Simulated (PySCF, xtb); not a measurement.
selenium hexafluoride (F6Se), SMILES [Se](F)(F)(F)(F)(F)F.

Coordinates come from a B3LYP-D3(BJ)/def2-SVP optimisation.

Level of theory: C-PCM-ωB97X/def2-SVP (PySCF).

The values are the electrostatic part of the solvation free energy, E(continuum) − E(gas) at the gas-phase geometry, in a cavity of scaled van der Waals radii (PySCF's table); cavitation and dispersion terms are not included. In vacuum the orbital gap is 13.41 eV. The dipole moment in vacuum is 0.00 D.

| solvent | ε | ΔG(elec) (kcal/mol) | dipole (D) | gap (eV) |
|---|---|---|---|---|
| water | 78.36 | -0.9 | 0.00 | 13.40 |
| chloroform | 4.71 | -0.7 | 0.00 | 13.41 |
| N,N-dimethylformamide | 37.22 | -0.8 | 0.00 | 13.40 |

For comparison, GFN2-xTB/ALPB(water) (xtb, at the GFN2-xTB geometry, all terms of that model) gives 0.9 kcal/mol.
